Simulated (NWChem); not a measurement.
**Ionisation of C2H6N**

```xyz
9

C      1.2289     0.1229     0.0000
C     -0.1701    -0.4834     0.0000
N     -1.2013     0.5168     0.0000
H      2.0045    -0.6595     0.0000
H      1.3745     0.7565     0.8890
H      1.3745     0.7565    -0.8890
H     -0.2973    -1.1599    -0.8763
H     -0.2973    -1.1599     0.8763
H     -2.1022     0.0119     0.0000
```
Charge 0, spin multiplicity 2.

Everything below was run with NWChem. All single points use one geometry, from UB3LYP/def2-SVP, a minimum by its harmonic frequencies. It is one conformer; others weren't searched.

Basis set: def2-TZVP. The species with one electron less has spin multiplicity 1 and keeps the geometry of the parent. Δ marks differences of total energies (open shells unrestricted). −ε marks an orbital energy of the parent. That orbital need not have the symmetry of the hole or added electron in the Δ rows. That singlet is a closed-shell solution.

The correlated methods keep 3 core orbitals frozen. B3LYP has NWChem's definition, with VWN1-RPA local correlation. The structure started from a generated list of species. The unpaired electrons of the parent sit in orbitals of symmetry a" (Cs labels of the run); other states weren't searched. No SCF solution was tested for a lower state.

Task: Order these methods by the first vertical ionisation energy they give, lowest first: ΔB2PLYP, −ε(alpha HOMO) of PBE0, −ε(alpha HOMO) of B3LYP, −ε(alpha HOMO) of TPSS.

Result: −ε(alpha HOMO) of TPSS (6.23 eV), −ε(alpha HOMO) of B3LYP (7.36 eV), −ε(alpha HOMO) of PBE0 (7.68 eV), ΔB2PLYP (10.22 eV)
